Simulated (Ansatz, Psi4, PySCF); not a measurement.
HCu (SMILES [CuH]), singlet, at a GFN2-xTB geometry (such geometries of metal compounds can be far from the true shape). Base run: CAMB3LYP/cc-pVDZ (PySCF).

Geometry (Å):
```xyz
2

Cu     0.0000     0.0000    -0.0475
H      0.0000     0.0000     1.3767
```
Charge 0, spin multiplicity 1.
All else is at PySCF's defaults.

The same geometry, method and basis name were run in Ansatz (a quantum-chemistry and plane-wave program) and Psi4 and PySCF, at each program's defaults and at the settings that a row names. The base is PySCF at its defaults. Differences at the defaults can come from grids, fitting, cores and function types together.

```json
[
 {"code and settings": "PySCF, defaults (exact integrals, its default grid, spherical functions)", "ΔE vs base (mEh)": "0.000", "basis functions": "48", "E (Eh)": "-1641.22515", "SCF cycles": "11", "dipole (D)": "2.81"},
 {"code and settings": "Psi4, defaults (density fitting with its default set, its default grid, spherical functions)", "ΔE vs base (mEh)": "-0.030", "basis functions": "48", "E (Eh)": "-1641.22518", "SCF cycles": "12", "dipole (D)": "2.81"},
 {"code and settings": "Ansatz, defaults (factorised integrals, its default grid, spherical functions)", "ΔE vs base (mEh)": "0.000", "basis functions": "48", "E (Eh)": "-1641.22515", "SCF cycles": "-", "dipole (D)": "-"},
 {"code and settings": "PySCF, density fitting with def2-universal-jkfit", "ΔE vs base (mEh)": "-0.009", "basis functions": "48", "E (Eh)": "-1641.22516", "SCF cycles": "11", "dipole (D)": "2.81"},
 {"code and settings": "PySCF, fine grid", "ΔE vs base (mEh)": "0.000", "basis functions": "48", "E (Eh)": "-1641.22515", "SCF cycles": "11", "dipole (D)": "2.81"},
 {"code and settings": "Psi4, exact integrals, spherical functions, fine grid", "ΔE vs base (mEh)": "0.000", "basis functions": "48", "E (Eh)": "-1641.22515", "SCF cycles": "14", "dipole (D)": "2.81"},
 {"code and settings": "Ansatz, high accuracy", "ΔE vs base (mEh)": "0.000", "basis functions": "48", "E (Eh)": "-1641.22515", "SCF cycles": "-", "dipole (D)": "-"}
]
```
